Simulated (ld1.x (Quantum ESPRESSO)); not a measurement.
Pseudopotential generation for manganese: RRKJ, PBE, fully relativistic.

ld1.x (Quantum ESPRESSO) 7.5 input, shortened:

```
&input
   title='Mn', zed=25., rel=2, dft='PBE', iswitch=3,
   config='[Ar] 3d5 4s1 4p0', rel_dist='average'
 /
 &inputp
   pseudotype=2, tm=.false., lloc=1,
   nlcc=.false.
 /
3
4S  1  0   1.00   0.00  1.90  1.90  0.0
3D  3  2   5.00   0.00  1.65  1.65  0.0
3P  2  1   6.00   0.00  1.40  1.40  0.0
 &test
   configts(1)='3p6 3d5 4s1 4p0'
 /
```

Open shells are filled in proportion to 2j + 1 (rel_dist='average').

All-electron outer shells of the reference configuration (PBE, scalar-relativistic, ld1.x):

```json
{"shell": "3s", "level (eV)": "-94.10", "outermost node (bohr)": "0.34", "outermost maximum (bohr)": "0.74"}
{"shell": "3p", "level (eV)": "-62.83", "outermost node (bohr)": "0.31", "outermost maximum (bohr)": "0.75"}
{"shell": "3d", "level (eV)": "-14.91", "outermost node (bohr)": "–", "outermost maximum (bohr)": "0.76"}
{"shell": "4s", "level (eV)": "-11.88", "outermost node (bohr)": "1.05", "outermost maximum (bohr)": "2.38"}
{"shell": "4p", "level (eV)": "-7.19", "outermost node (bohr)": "1.15", "outermost maximum (bohr)": "2.95"}
```

Q: Does this generation succeed?

A: No. ld1.x (Quantum ESPRESSO) 7.5 stopped with "compute_chi: n is too large": the Bessel-function wave could not be built (negative determinant in compute_phi), and the routine for χ then failed on it.
